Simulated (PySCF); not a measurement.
# Orbital picture of AlBr

RHF at R = 2.326 Å; basis Al def2-TZVPP, Br def2-TZVPP; no relativity; PySCF 2.14. State: ¹Σ⁺ (singlet), closed shell. Only the outer orbitals are listed, counted within each symmetry.

```
orbital  occ.  ε (eV)  on Al (%)            main shells (%)
    10σ     2  -26.83          6                    93 Br s
    11σ     2  -13.91         33           64 Br p, 30 Al s
     5π     2  -11.35          6                    94 Br p
     5π     2  -11.35          6                    94 Br p
    12σ     2   -8.93         82  62 Al s, 19 Br p, 18 Al p
     6π     0    0.83         99                    99 Al p
     6π     0    0.83         99                    99 Al p
    13σ     0    2.98        105            93 Al p, 8 Al s
```

Problem. Which are the highest filled and the lowest empty level, where do they sit, and how wide is the gap?

Solution. Highest filled 12σ at -8.93 eV (in %: 62 Al s, 19 Br p, 18 Al p); lowest empty 6π at 0.83 eV (in %: 99 Al p); the gap at RHF is 9.76 eV. An empty level above zero is unbound, and its energy depends on the basis.

```
bond order (Mayer)                               : 1.02
⟨S²⟩                                             : 0.000
charge on Al (Mulliken, basis-dependent)         : 0.36
charge on Al (Löwdin, basis-dependent)           : -0.12
dipole moment (positive dipole means Al(−)Br(+)) : -1.84 D
polarisability along the bond                    : 70.3 bohr³
polarisability across the bond                   : 51.2 bohr³
```

Shares are Mulliken populations and can fall outside 0 to 100 %.
